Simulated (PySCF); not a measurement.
# J couplings in CH$_{10}$Ge$_{3}$O

Geometry (Å), atoms numbered from 1 in this order:
```xyz
15

C     2.4598   -0.0776   -0.3984
O     1.2456   -0.7715   -0.4177
Ge   -0.1357   -0.1468    0.5445
Ge   -0.8960    1.9741   -0.3817
Ge   -1.7965   -1.9016    0.4219
H     2.8866    0.0041    0.6207
H     2.3736    0.9486   -0.8071
H     3.1858   -0.6237   -1.0221
H     0.3742    0.0752    1.9938
H     0.2724    2.9605   -0.5681
H    -1.9236    2.6095    0.5750
H    -1.5697    1.7459   -1.7470
H    -2.1385   -2.1808   -1.0513
H    -3.0747   -1.4422    1.1492
H    -1.2787   -3.1907    1.0818
```

Method: B3LYP/pcJ-1 (pcSseg-1 on Ge) (without the spin–dipole term)//PBE0-D3(BJ)/def2-SVP, PySCF 2.14; isolated molecule, single conformer, non-relativistic. Couplings are averaged over pairs made equivalent by symmetry, fast rotation or ring inversion, so a value needn't be that of the named pair in this geometry, while other rotamers aren't included; one pair stands for each set, and the list holds those of at least 0.8 Hz over up to four bonds, among pairs with at least one C or H atom (others weren't computed).

Isotopes: 13C, 1H, 17O. Couplings to quadrupolar nuclei such as 17O and 33S are rarely resolved in practice.

```
    pair  bonds  J (Hz)
  C1, O2      1    24.1
  C1, H6      1       ?
  O2, H6      2       ?
  O2, H9      2       ?
  H6, H7      2   -11.0
H10, H11      2     6.1
  C1, H9      3     1.7
 O2, H10      3    -1.6
 H9, H10      3     3.4
```

Estimate the withheld couplings, with signs.

Results:


- 1J(C1,H6) = 145.3 Hz (mean over equivalent pairs that range from 142.0 to 151.2 Hz in this conformer)
- 2J(O2,H6) = -7.2 Hz (mean over equivalent pairs that range from -14.8 to -3.3 Hz in this conformer)
- 2J(O2,H9) = -1.1 Hz (angle at Ge3 107°)

Relativistic effects of the heavier atoms present are left out.
